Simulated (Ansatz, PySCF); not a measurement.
anisole (C₇H₈O), SMILES COc1ccccc1. Atoms are numbered in the order given.

```xyz
16

C     -2.7646     0.2343    -0.1084
O     -1.6913    -0.4807    -0.6762
C     -0.4350    -0.1999    -0.2481
C      0.5984    -0.9422    -0.8468
C      1.9209    -0.7240    -0.4716
C      2.2379     0.2331     0.5022
C      1.2093     0.9671     1.0933
C     -0.1272     0.7609     0.7282
H     -3.6774    -0.1423    -0.5878
H     -2.8352     0.0684     0.9821
H     -2.6791     1.3198    -0.2984
H      0.3301    -1.6835    -1.6038
H      2.7160    -1.3082    -0.9449
H      3.2775     0.4022     0.7947
H      1.4405     1.7179     1.8551
H     -0.9121     1.3493     1.2069
```
Charge 0, spin multiplicity 1.

Geometry optimised at r2SCAN-D4/def2-SVP. The values are those of a single conformer.

Two levels are set side by side: PBE-D3(BJ)/def2-SVP (Ansatz, an electronic-structure program) and r2SCAN-D4/def2-SVP (Ansatz). Each level has its own optimised geometry; the coordinates shown are those of the second. Frequencies come from the Hessian of PySCF at each geometry. Differences are taken from unrounded values.

| quantity | r2SCAN-D4 | PBE-D3(BJ) | PBE-D3(BJ) minus r2SCAN-D4 |
|---|---|---|---|
| mean bond length (Å) | 1.246 | 1.253 | 0.007 |
| bond C1–O2 (Å) | 1.409 | 1.413 | 0.004 |
| bond O2–C3 (Å) | 1.357 | 1.363 | 0.006 |
| bond C3–C4 (Å) | 1.406 | 1.412 | 0.006 |
| bond C3–C8 (Å) | 1.404 | 1.410 | 0.006 |
| bond C4–C5 (Å) | 1.392 | 1.398 | 0.006 |
| bond C5–C6 (Å) | 1.402 | 1.407 | 0.006 |
| bond C6–C7 (Å) | 1.395 | 1.401 | 0.006 |
| bond C7–C8 (Å) | 1.401 | 1.406 | 0.005 |
| bond C1–H9 (Å) | 1.098 | 1.106 | 0.008 |
| bond C1–H10 (Å) | 1.105 | 1.114 | 0.008 |
| bond C1–H11 (Å) | 1.105 | 1.114 | 0.008 |
| bond C4–H12 (Å) | 1.093 | 1.100 | 0.007 |
| bond C5–H13 (Å) | 1.094 | 1.101 | 0.007 |
| bond C6–H14 (Å) | 1.093 | 1.100 | 0.007 |
| bond C7–H15 (Å) | 1.094 | 1.101 | 0.007 |
| bond C8–H16 (Å) | 1.092 | 1.098 | 0.007 |
| highest harmonic wavenumber (cm⁻¹) | 3215 | 3147 | -67 |
| mean harmonic wavenumber (cm⁻¹) | 1389 | 1354 | -35 |
| zero-point energy (kcal/mol) | 83.38 | 81.31 | -2.07 |
